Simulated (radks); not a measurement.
Question: The mean radii <r> (bohr) of the occupied orbitals of an atom or ion are listed with their occupations. Calculated with a radial shooting solver on a logarithmic mesh with Libxc functionals: scalar-relativistic Kohn-Sham, PBE, spin-polarised, spherical densities, finite nucleus; Fermi nuclear charge, rms radius of each element as measured or else 0.836 A^(1/3) + 0.57 fm.

orbital  occ.      <r>
1s          2  0.03040
2s          2   0.1315
2p          6   0.1147
3s          2   0.3532
3p          6   0.3504
3d         10   0.3246

Name the element and its charge. Open shells, if any, are filled with parallel spins first.

Answer: Z = 48, cadmium, charge +20: Cd20+ in [Ar] 3d10. The 1s radius gives Z: for a bare nucleus <r> = (2 gamma + 1)/(2Z) with gamma = sqrt(1 - (Z/c)^2), 0.02993 bohr for Z = 48, and screening makes it slightly larger (0.03040 here). The occupations add up to 28, and the charge is Z minus that.
